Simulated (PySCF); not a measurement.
C4H5F, SMILES C=C=C(C)F. Atoms are numbered in the order given.

```xyz
10

C     -0.1358    -2.2169     0.0000
C     -0.0175    -0.9148     0.0000
C      0.0639     0.3955     0.0000
C     -1.0699     1.3575     0.0000
F      1.2656     1.0006     0.0000
H     -0.1847    -2.7892    -0.9346
H     -0.1847    -2.7892     0.9346
H     -2.0324     0.8313     0.0000
H     -1.0162     2.0068     0.8887
H     -1.0162     2.0068    -0.8887
```
Charge 0, spin multiplicity 1.

The structure is a stationary point at PBE0-D3(BJ)/def2-SVP.

Calculation: PBE/def2-TZVP in PySCF.

Question: Estimate the frontier levels, gap, dipole moment and polarisability. (Estimate from the structure and the level; the computed values follow.)

Answer: 
```json
{
 "highest_occupied_level": "-5.82 eV",
 "lowest_empty_level": "-1.40 eV",
 "orbital_gap": "4.42 eV",
 "dipole_moment": "1.54 D",
 "quadrupole, principal values (traceless, Buckingham form, about the centre of nuclear charge)": "-4.32, -0.49, 4.81 D·Å",
 "mean_static_polarisability": "53.0 bohr³ (7.85 Å³)",
 "polarisability_principal_values": "36.6, 39.7, 82.6 bohr³"
}
```
